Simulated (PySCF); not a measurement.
A GIAO shielding run with PySCF 2.14 (density fitting, non-relativistic, gas phase) on `Cl[Si@H](CC=C)SC`, C$_{4}$H$_{9}$ClSSi:

```
$ OMP_NUM_THREADS=1 python probes_run.py task.json out

{"job": {"kind": "nmr", "xc": "PBE0", "basis": "pcSseg-1"}, "charge": 0, "multiplicity": 1}
C     -3.039931    -0.579147     0.568537
C     -1.984115     0.208441     0.650748
C     -1.241390     0.747147    -0.524641
Si     0.463060    -0.077298    -0.692327
Cl     1.449608     0.645293    -2.311066
S      1.556402     0.377324     1.101109
C      3.232664    -0.142577     0.617112
H     -3.541327    -0.953797     1.443864
H     -3.452289    -0.876146    -0.382365
H     -1.582025     0.490214     1.614326
H     -1.110014     1.825300    -0.406604
H     -1.813963     0.580397    -1.437285
H      0.387537    -1.526204    -0.845696
H      3.516709     0.359372    -0.301833
H      3.895238     0.150374     1.424258
H      3.256236    -1.219748     0.487789
```

Hardware: 1 thread of an Arm Neoverse N1, shared host. The job also computes population analyses, field gradients.

**Question.** How large is the calculation?

**Answer.** 80 electrons, 185 basis functions and 1029 auxiliary functions.

**Question.** How long does it take, and how much memory does it need?

**Answer.** 67 s of wall time, with 14 SCF cycles and 5 response iterations; peak memory 0.89 GiB. Times on a shared host scatter by some tens of per cent.
